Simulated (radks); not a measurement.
Q: These are the eigenvalues of the occupied orbitals of an atom or ion with whole-number occupations (hartree). All-electron calculation, non-relativistic Kohn-Sham, PBE, spin-polarised, spherical densities, point nucleus. Program: a radial shooting solver on a logarithmic mesh with Libxc functionals.

| orbital | eigenvalue |
|---|---|
| 1s down | -785.2189 |
| 1s up | -785.2185 |
| 2s up | -111.9643 |
| 2s down | -111.9328 |
| 2p up | -103.6815 |
| 2p down | -103.6586 |
| 3s up | -20.70750 |
| 3s down | -20.69276 |
| 3p up | -17.46143 |
| 3p down | -17.44406 |
| 3d up | -11.49447 |
| 3d down | -11.46682 |
| 4s up | -3.95729 |
| 4s down | -3.81078 |
| 4p up | -2.98244 |
| 4p down | -2.83029 |
| 4d up | -1.44620 |

Which element is it, and in what charge state? The configuration may be excited. Open shells, if any, are filled with parallel spins first.

A: Z = 44, ruthenium, charge +3: Ru3+ in [Kr] 4d5. The list shows which subshells hold electrons but not how many an open one holds; the 1s level, -785.22 hartree, gives Z - s = 39.6 by -(Z - s)^2/2, which with screening narrows Z to a few neighbours, and the depths of the outer levels then fix element, charge and occupations together.
